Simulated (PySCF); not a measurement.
**Radial density of V(22+) (vanadium, charge +22)**

UHF, 1s1, 2S determinant. Calculation: PySCF 2.14, in an uncontracted even-tempered set (15 s from 20 bohr⁻², ratio 2.2; 7 p from 31 bohr⁻², ratio 2.4; 4 d from 93 bohr⁻², ratio 2.4; 3 f from 140 bohr⁻², ratio 2.4; 3 g from 210 bohr⁻², ratio 2.4); no relativity, point nucleus.

```json
{"r (bohr)": "0.00115", "4πr²ρ (e/bohr)": "0.06091", "4πr²(ρα − ρβ)": "0.0609"}
{"r (bohr)": "0.00193", "4πr²ρ (e/bohr)": "0.1662", "4πr²(ρα − ρβ)": "0.1662"}
{"r (bohr)": "0.00325", "4πr²ρ (e/bohr)": "0.4427", "4πr²(ρα − ρβ)": "0.4427"}
{"r (bohr)": "0.00547", "4πr²ρ (e/bohr)": "1.131", "4πr²(ρα − ρβ)": "1.1311"}
{"r (bohr)": "0.00920", "4πr²ρ (e/bohr)": "2.696", "4πr²(ρα − ρβ)": "2.6956"}
{"r (bohr)": "0.0155", "4πr²ρ (e/bohr)": "5.715", "4πr²(ρα − ρβ)": "5.7153"}
{"r (bohr)": "0.0260", "4πr²ρ (e/bohr)": "9.953", "4πr²(ρα − ρβ)": "9.9534"}
{"r (bohr)": "0.0438", "4πr²ρ (e/bohr)": "12.45", "4πr²(ρα − ρβ)": "12.4504"}
{"r (bohr)": "0.0736", "4πr²ρ (e/bohr)": "8.926", "4πr²(ρα − ρβ)": "8.9256"}
{"r (bohr)": "0.124", "4πr²ρ (e/bohr)": "2.509", "4πr²(ρα − ρβ)": "2.5088"}
{"r (bohr)": "0.208", "4πr²ρ (e/bohr)": "0.1459", "4πr²(ρα − ρβ)": "0.1459"}
{"r (bohr)": "0.350", "4πr²ρ (e/bohr)": "0.0005671", "4πr²(ρα − ρβ)": "0.0006"}
```
